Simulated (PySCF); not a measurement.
C₃H₆BNO, SMILES C#CB(OC)N.

Geometry: PBE-D3(BJ)/def2-SVP. This is a generated structure with no PubChem entry under its InChIKey; it may be hypothetical. One conformer was computed; it need not be the lowest.

Computed with PBE-D3(BJ)/def2-SVP (PySCF).

Frequencies are harmonic and unscaled.

| mode | ν (cm⁻¹) | IR (km/mol) | moving atoms (share of kinetic energy) |
|---|---|---|---|
| 1 | 64 | 0.8 | H 91 % |
| 2 | 126 | 4.5 | O 43 %, H 28 %, C 16 %, N 12 % |
| 3 | 139 | 0.2 | C 62 %, H 22 %, N 10 % |
| 4 | 230 | 9.1 | C 63 %, H 21 %, B 10 % |
| 5 | 257 | 9.2 | C 39 %, H 29 %, N 16 %, O 10 % |
| 6 | 377 | 160.7 | H 82 %, N 17 % |
| 7 | 391 | 5.2 | C 48 %, H 24 %, O 14 %, N 11 % |
| 8 | 523 | 4.5 | C 44 %, O 27 %, N 13 %, H 10 % |
| 9 | 544 | 1.8 | H 94 % |
| 10 | 617 | 24.9 | B 73 %, C 17 % |
| 11 | 666 | 0.8 | C 41 %, N 27 %, O 13 %, H 12 % |
| 12 | 678 | 33.5 | H 76 %, C 24 % |
| 13 | 693 | 34.6 | H 76 %, C 24 % |
| 14 | 818 | 1.1 | H 59 %, N 19 %, C 11 % |
| 15 | 1096 | 73.2 | O 36 %, C 31 %, B 15 %, H 13 % |
| 16 | 1145 | 35.6 | H 70 %, C 19 % |
| 17 | 1147 | 0.2 | H 77 %, C 19 % |
| 18 | 1290 | 174.6 | B 52 %, H 18 %, O 14 %, C 9 % |
| 19 | 1363 | 283.4 | H 42 %, B 37 %, O 10 %, C 9 % |
| 20 | 1420 | 2.1 | H 97 % |
| 21 | 1422 | 1.9 | H 94 % |
| 22 | 1450 | 54.6 | H 72 %, B 13 %, O 11 % |
| 23 | 1536 | 281.8 | H 58 %, N 23 %, B 18 % |
| 24 | 2112 | 28.5 | C 90 %, H 9 % |
| 25 | 2940 | 77.3 | H 98 % |
| 26 | 3025 | 32.3 | H 90 %, C 10 % |
| 27 | 3033 | 19.1 | H 90 %, C 10 % |
| 28 | 3395 | 44.3 | H 86 %, C 14 % |
| 29 | 3535 | 53.2 | H 96 % |
| 30 | 3654 | 34.7 | H 91 %, N 9 % |
